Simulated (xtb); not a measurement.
xtb input file for SiHClBr2, SMILES [SiH](Br)(Br)Cl, GFN2-xTB. 

```
$ xtb mol.xyz --gfn 2 --sp --chrg 0 --uhf 0 --json
$ cat mol.xyz
5

Si     0.57187628    -0.48468635     0.00000000
Cl    -0.22693127    -2.32325335     0.00000000
Br    -0.08805468     0.66799465    -1.75691941
Br    -0.08805468     0.66799465     1.75691940
H      2.01539119    -0.47870971    -0.00000000
```

Output:

```
[banner left out]
          |                Calculation Setup                |
           -------------------------------------------------



           -------------------------------------------------
          |                 G F N 2 - x T B                 |
           -------------------------------------------------

        Reference                      10.1021/acs.jctc.8b01176
      * Hamiltonian:
        H0-scaling (s, p, d)           1.850000    2.230000    2.230000
        zeta-weighting                 0.500000
      * Dispersion:
        s8                             2.700000
        a1                             0.520000
        a2                             5.000000
        s9                             5.000000
      * Repulsion:
        kExp                           1.500000    1.000000
        rExp                           1.000000
      * Coulomb:
        alpha                          2.000000
        third order                    shell-resolved
        anisotropic                    true
        a3                             3.000000
        a5                             4.000000
        cn-shift                       1.200000
        cn-exp                         4.000000
        max-rad                        5.000000


          ...................................................
          :                      SETUP                      :
          :.................................................:
          :  # basis functions                  41          :
          :  # atomic orbitals                  37          :
          :  # shells                           13          :
          :  # electrons                        26          :
          :  max. iterations                   250          :
          :  Hamiltonian                  GFN2-xTB          :
          :  restarted?                      false          :
          :  GBSA solvation                  false          :
          :  PC potential                    false          :
          :  electronic temp.          300.0000000     K    :
          :  accuracy                    1.0000000          :
          :  -> integral cutoff          0.2500000E+02      :
          :  -> integral neglect         0.1000000E-07      :
          :  -> SCF convergence          0.1000000E-05 Eh   :
          :  -> wf. convergence          0.1000000E-03 e    :
          :  Broyden damping             0.4000000          :
          :  net charge                          0          :
          :  unpaired electrons                  0          :
          ...................................................

 iter      E             dE          RMSdq      gap      omega  full diag
   1    -14.9412292 -0.149412E+02  0.107E+01    7.45       0.0  T
   2    -15.0249256 -0.836964E-01  0.571E+00    4.85       1.0  T
   3    -15.0879694 -0.630438E-01  0.441E+00    6.47       1.0  T
   4    -15.1128252 -0.248558E-01  0.214E+00    5.49       1.0  T
   5    -15.1218134 -0.898814E-02  0.123E+00    5.82       1.0  T
   6    -15.1162941  0.551924E-02  0.142E+00    6.21       1.0  T
   7    -15.1226961 -0.640192E-02  0.844E-01    6.03       1.0  T
   8    -15.1245137 -0.181763E-02  0.315E-01    5.96       1.0  T
   9    -15.1246286 -0.114938E-03  0.212E-01    5.95       1.0  T
  10    -15.1247001 -0.714593E-04  0.134E-01    6.00       1.0  T
  11    -15.1247174 -0.173588E-04  0.479E-02    5.99       1.0  T
  12    -15.1247218 -0.436864E-05  0.300E-02    5.98       1.5  T
  13    -15.1247223 -0.513029E-06  0.191E-02    5.98       2.3  T
  14    -15.1247234 -0.109134E-05  0.462E-03    5.99       9.7  T
  15    -15.1247234  0.226311E-07  0.518E-03    5.99       8.6  T
  16    -15.1247235 -0.953170E-07  0.803E-04    5.99      55.7  T
  17    -15.1247235 -0.157247E-08  0.254E-04    5.99     176.2  T

   *** convergence criteria satisfied after 17 iterations ***

         #    Occupation            Energy/Eh            Energy/eV
      -------------------------------------------------------------
         1        2.0000           -1.1053130             -30.0771
       ...           ...                  ...                  ...
         7        2.0000           -0.5027895             -13.6816
         8        2.0000           -0.4769288             -12.9779
         9        2.0000           -0.4743799             -12.9085
        10        2.0000           -0.4565083             -12.4222
        11        2.0000           -0.4533444             -12.3361
        12        2.0000           -0.4531112             -12.3298
        13        2.0000           -0.4490384             -12.2190 (HOMO)
        14                         -0.2289985              -6.2314 (LUMO)
        15                         -0.2208949              -6.0109
        16                         -0.2123840              -5.7793
        17                         -0.1510407              -4.1100
        18                         -0.0743223              -2.0224
       ...                                ...                  ...
        37                          1.1014910              29.9731
      -------------------------------------------------------------
                  HL-Gap            0.2200399 Eh            5.9876 eV
             Fermi-level           -0.3390184 Eh           -9.2252 eV

 SCC (total)                   0 d,  0 h,  0 min,  0.015 sec
 SCC setup                      ...        0 min,  0.000 sec (  1.503%)
 Dispersion                     ...        0 min,  0.000 sec (  0.660%)
 classical contributions        ...        0 min,  0.000 sec (  0.240%)
 integral evaluation            ...        0 min,  0.002 sec ( 13.645%)
 iterations                     ...        0 min,  0.009 sec ( 60.354%)
 molecular gradient             ...        0 min,  0.003 sec ( 22.146%)
 printout                       ...        0 min,  0.000 sec (  1.189%)

         :::::::::::::::::::::::::::::::::::::::::::::::::::::
         ::                     SUMMARY                     ::
         :::::::::::::::::::::::::::::::::::::::::::::::::::::
         :: total energy             -15.089403403312 Eh    ::
         :: gradient norm              0.000020212399 Eh/a0 ::
         :: HOMO-LUMO gap              5.987591302125 eV    ::
         ::.................................................::
         :: SCC energy               -15.124721948477 Eh    ::
         :: -> isotropic ES            0.028229568862 Eh    ::
         :: -> anisotropic ES         -0.007131927142 Eh    ::
         :: -> anisotropic XC         -0.032826403260 Eh    ::
         :: -> dispersion             -0.005411464398 Eh    ::
         :: repulsion energy           0.035318545165 Eh    ::
         :: add. restraining           0.000000000000 Eh    ::
         :: total charge              -0.000000000000 e     ::
         :::::::::::::::::::::::::::::::::::::::::::::::::::::

           -------------------------------------------------
          |                Property Printout                |
           -------------------------------------------------

    * Orbital Energies and Occupations

         #    Occupation            Energy/Eh            Energy/eV
      -------------------------------------------------------------
         1        2.0000           -1.1053130             -30.0771
         2        2.0000           -0.8802825             -23.9537
         3        2.0000           -0.8634497             -23.4957
         4        2.0000           -0.7036643             -19.1477
         5        2.0000           -0.5152119             -14.0196
         6        2.0000           -0.5073258             -13.8050
         7        2.0000           -0.5027895             -13.6816
Note: The following floating-point exceptions are signalling: IEEE_UNDERFLOW_FLAG IEEE_DENORMAL
normal termination of xtb
         8        2.0000           -0.4769288             -12.9779
         9        2.0000           -0.4743799             -12.9085
        10        2.0000           -0.4565083             -12.4222
        11        2.0000           -0.4533444             -12.3361
        12        2.0000           -0.4531112             -12.3298
        13        2.0000           -0.4490384             -12.2190 (HOMO)
        14                         -0.2289985              -6.2314 (LUMO)
        15                         -0.2208949              -6.0109
        16                         -0.2123840              -5.7793
        17                         -0.1510407              -4.1100
        18                         -0.0743223              -2.0224
        19                         -0.0670185              -1.8237
        20                         -0.0304547              -0.8287
        21                         -0.0291496              -0.7932
        22                         -0.0258310              -0.7029
        23                         -0.0251732              -0.6850
        24                         -0.0150728              -0.4102
       ...                                ...                  ...
        37                          1.1014910              29.9731
      -------------------------------------------------------------
                  HL-Gap            0.2200399 Eh            5.9876 eV
             Fermi-level           -0.3390184 Eh           -9.2252 eV

     #   Z          covCN         q      C6AA      α(0)
     1  14 Si       3.385     0.544   107.094    20.450
     2  17 Cl       0.822    -0.221   106.045    15.753
     3  35 Br       0.886    -0.142   188.833    22.156
     4  35 Br       0.886    -0.142   188.833    22.156
     5   1 H        0.923    -0.038     3.815     3.054

 Mol. C6AA /au·bohr⁶  :       2488.389965
 Mol. C8AA /au·bohr⁸  :     142714.693133
 Mol. α(0) /au        :         83.569976


Wiberg/Mayer (AO) data.
largest (>0.10) Wiberg bond orders for each atom

 ---------------------------------------------------------------------------
     #   Z sym  total        # sym  WBO       # sym  WBO       # sym  WBO
 ---------------------------------------------------------------------------
     1  14 Si   4.227 --     4 Br   1.135     3 Br   1.135     2 Cl   1.105
                             5 H    0.854
     2  17 Cl   1.241 --     1 Si   1.105
     3  35 Br   1.280 --     1 Si   1.135
     4  35 Br   1.280 --     1 Si   1.135
     5   1 H    0.999 --     1 Si   0.854
 ---------------------------------------------------------------------------

Topologies differ in total number of bonds
Writing topology from bond orders to xtbtopo.mol

molecular dipole:
                 x           y           z       tot (Debye)
 q only:        0.585       0.147       0.000
   full:        0.991      -1.982       0.000       5.634
molecular quadrupole (traceless):
                xx          xy          yy          xz          yz          zz
 q only:        3.747      -1.145      -2.736      -0.000       0.000      -1.011
  q+dip:        9.515       1.210       4.778       0.000      -0.000     -14.292
   full:        8.531       1.156       5.064       0.000      -0.000     -13.596


           -------------------------------------------------
          | TOTAL ENERGY              -15.089403403312 Eh   |
          | GRADIENT NORM               0.000020212399 Eh/α |
          | HOMO-LUMO GAP               5.987591302125 eV   |
           -------------------------------------------------

------------------------------------------------------------------------
------------------------------------------------------------------------
 total:
 SCF:
```

The calculation finished and met its thresholds.
